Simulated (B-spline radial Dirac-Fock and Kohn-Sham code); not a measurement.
Tm⁵²⁺: scattering cross sections and density moments

System: Tm⁵²⁺ in the configuration [Ne] 3s2 3p5.

Method: Dirac-Fock orbitals of the configuration average with a finite nucleus. Computed with an atomic code on a B-spline grid.

| Quantity | Value |
| --- | --- |
| Sum of ⟨r⟩ | 2.060 bohr |
| Sum of ⟨r²⟩ | 0.3846 bohr² |
| Sum of ⟨1/r⟩ | 352.24 per bohr |
| Langevin diamagnetic susceptibility | -0.305 × 10⁻⁶ cm³/mol |
| Lamb shielding (α²/3)Σ⟨1/r⟩ | 6252 ppm |

Coherent scattering is the Thomson cross section weighted by f₀², without anomalous dispersion; incoherent scattering is Klein-Nishina weighted by S. The Lamb formula is the non-relativistic shielding expression. Electron correlation is left out. A dash stands where the photon energy is too low for the impulse approximation behind that column.

```
hν (keV)  coherent (b)  incoherent (b)  incoherent per electron (b)
       2         191.4               –                            –
       5         187.2               –                            –
      10         173.3               –                            –
 17.4793         144.0               –                            –
      20         133.6           1.817                        0.107
      50         57.51           4.281                        0.252
     500         1.444           4.616                        0.272
    1000        0.3822           3.501                        0.206
```

Incoherent scattering overtakes coherent scattering between 50 and 500 keV.
